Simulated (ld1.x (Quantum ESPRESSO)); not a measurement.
Au, TM: configuration errors across variants

gold (Au), norm-conserving Troullier–Martins (Kleinman–Bylander form), made with ld1.x (Quantum ESPRESSO) 7.5 (PBE, scalar-relativistic). Core [Kr] 4d10 4f14, reference 5s2 5p6 5d10 6s0 6p0 (charge +1). Waves: 5s (bound): rc 1.30 bohr; 5p (bound): rc 1.40 bohr; 5d (bound): rc 1.25 bohr. Local part: all-electron potential smoothed inside 1.30 bohr (lloc = -1). Core correction: Bessel-smoothed model core inside 0.95 bohr.

All-electron excitation energies from the reference (eV): (1) 5s2 5p6 5d10 6s1 6p0 -9.409; (2) 5s2 5p6 5d9 6s0 6p0 21.208; (3) 5s2 5p6 5d8 6s0 6p0 55.085; (4) 5s2 5p5 5d10 6s1 6p0 56.697; (5) 5s2 5p6 5d7 6s0 6p0 102.797; (6) 5s2 5p6 5d10 6s0 6p1 -4.160; (7) 5s1 5p6 5d10 6s1 6p0 105.822.

Tests that are not counted but printed errors over 1 eV. “wave 5s (bound): rc 1.30 bohr becomes 5s (bound): rc 1.80 bohr”: 5s1 5p6 5d10 6s1 6p0 (solver errors, printed error -4.9 eV); 5s2 5p5 5d10 6s1 6p0 (solver errors, printed error -4.3 eV); 1 more. “wave 5s (bound): rc 1.30 bohr becomes 5s (bound): rc 1.88 bohr”: 5s1 5p6 5d10 6s1 6p0 (solver errors, printed error -5.0 eV); 5s2 5p5 5d10 6s1 6p0 (solver errors, printed error -4.3 eV); 1 more.

A true bound ghost makes a file unfit for plane-wave use even where its test errors are small: the radial tests pick states by their node count and pass the ghost by. Where a test does run into it, the solver fails or the error is huge.

Errors AE − PS in meV (a dash: test not solved or not reliable):

```tsv
change	(1)	(2)	(3)	(4)	(5)	(6)	(7)	bound ghosts
base	+706	-1.8	-6.0	+1048	-14	+43	+1052	none
wave 5s (bound): rc 1.30 bohr becomes 5s (bound): rc 0.88 bohr	+90	-1.7	-5.8	+40	-14	+43	+19	none
wave 5s (bound): rc 1.30 bohr becomes 5s (bound): rc 1.04 bohr	+106	-1.7	-5.8	+67	-14	+43	+46	none
wave 5s (bound): rc 1.30 bohr becomes 5s (bound): rc 1.26 bohr	+567	-1.7	-5.9	+820	-14	+43	+810	none
wave 5s (bound): rc 1.30 bohr becomes 5s (bound): rc 1.36 bohr	+1090	-1.8	-6.0	+1672	-14	+43	+1737	none
wave 5s (bound): rc 1.30 bohr becomes 5s (bound): rc 1.80 bohr	–	-1.7	-5.9	–	-13	+43	–	s
wave 5s (bound): rc 1.30 bohr becomes 5s (bound): rc 1.88 bohr	–	-1.8	-5.8	–	-13	+43	–	s
```

Q: Give the same row for: wave 5s (bound): rc 1.30 bohr becomes 5s (bound): rc 1.62 bohr.

A: +4245, -1.8, -6.0, +6310, -14, +43, –; bound ghosts: s. Not counted: 5s1 5p6 5d10 6s1 6p0 (solver errors, printed error -4.7 eV).
